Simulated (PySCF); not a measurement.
Gas-phase reaction: Sb2 + 6 C3H4 (allene) = 2 Sb(CH3)3 + 3 C4H2

Computed with PySCF (xtb for GFN2) and rigid-rotor harmonic-oscillator thermochemistry at 1 bar. † marks an energy on the PBE0/def2-TZVP geometry and frequencies; other levels use their own. MP2 and CCSD(T) freeze the core. All species are closed-shell singlets. B3LYP is the form with VWN-RPA correlation. Sb: scalar-relativistic def2 core potential, no spin-orbit coupling. MP2 isn't extrapolated to the basis-set limit; its ΔH°(298 K) is 27.3 kJ in def2-SVP and -49.8 kJ in def2-TZVPP. CCSD(T) isn't extrapolated to the basis-set limit. The harmonic model lacks anharmonicity and excited electronic states, which grow with temperature; levels with a mode under 35 cm⁻¹ are left out. Soft modes under 120 cm⁻¹ make the harmonic entropy rough for Sb(CH3)3.

```csv
level,"ΔE electronic, kJ","ΔH°(298 K), kJ","ΔS°(298 K), J/K","ΔG°(1000 K), kJ"
B3LYP/def2-TZVP†,145,144,-255,367
CCSD(T)/def2-SVP†,137,136,-255,359
GFN2-xTB,83,90,-234,293
HF/def2-TZVP†,123,123,-255,346
M06-2X/def2-TZVP†,30,29,-255,252
MP2/def2-SVP†,28,27,-255,250
MP2/def2-TZVPP†,-49,-50,-255,173
PBE0/def2-TZVP,113,112,-255,335
r2SCAN/def2-TZVP†,94,93,-255,316
ωB97X-V/def2-TZVP†,50,50,-255,273
```
ΔH° is lowest at MP2/def2-TZVPP† and highest at B3LYP/def2-TZVP†. No reference value is set beside these.
